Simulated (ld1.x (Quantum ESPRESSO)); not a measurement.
## Cr (Z = 24): one change to a TM potential, before and after

Cr, norm-conserving Troullier–Martins (Kleinman–Bylander form), made with ld1.x (Quantum ESPRESSO) 7.5 (PW91, scalar-relativistic). Core [Ar], reference 3d5 4s0.75 4p0 (charge +0.25). Waves: 4s (bound): rc 2.50 bohr; 4p (bound, empty): rc 3.20 bohr; 3d (bound): rc 1.60 bohr; 4f channel at 0.05 Ry: rc 3.30 bohr. Local part: the f channel. Core correction: a·sin(br)/r model core inside 1.00 bohr.

Change: local potential the s channel.

Cutoffs: the cutoffs (Ry, on a coarse ladder) from which the occupation-weighted sum of valence levels, in a spherical-Bessel basis at the reference potential, stays within 10 and 1 mRy of its value at 400 Ry; they do not see the model core or the augmentation charge, which bear on the density cutoff. Errors are all-electron minus pseudo energies relative to the spin-unpolarised reference configuration.

Task: Predict the effect on cutoff, ghosts and configuration errors.

Result: The potential gets neither clearly harder nor softer (90 Ry and 100 Ry → 90 Ry and 100 Ry); of the 7 tests that both files solve, the error grows in 4 and shrinks in 0 by more than 15 % and 0.3 meV (median size 37.1 → 81.3 meV); the range in which the d phases agree narrows (upper end 3.1 → 0.3); neither file shows a bound ghost.

```tsv
quantity	base	changed
cutoff, loose	90 Ry	90 Ry
cutoff, tight	100 Ry	100 Ry
bound ghosts	none	none
error for 3d5 4s1 4p0, meV [ΔE -1.19 eV]	-0.8	-0.9
error for 3d5 4s0 4p0, meV [ΔE 5.75 eV]	-13	-13
error for 3d4 4s0 4p0, meV [ΔE 21.88 eV]	-94	-241
error for 3d5 4s0.5 4p0, meV [ΔE 1.54 eV]	-1.3	-1.4
error for 3d4 4s2 4p0, meV [ΔE -1.27 eV]	-149	-253
error for 3d6 4s0 4p0, meV [ΔE 0.53 eV]	-37	-81
error for 3d3 4s0 4p0, meV [ΔE 52.72 eV]	-854	-1440
s: phases at 3.59 bohr within 0.05 rad from the reference energy up to (Ry; the scan ends near 5)	0.8	1.3
p: phases at 3.59 bohr within 0.05 rad from the reference energy up to (Ry; the scan ends near 5)	1.3	2.1
d: phases at 3.59 bohr within 0.05 rad from the reference energy up to (Ry; the scan ends near 5)	3.1	0.3
f: phases at 3.59 bohr within 0.05 rad from the reference energy up to (Ry; the scan ends near 5)	3.4	3.5
```
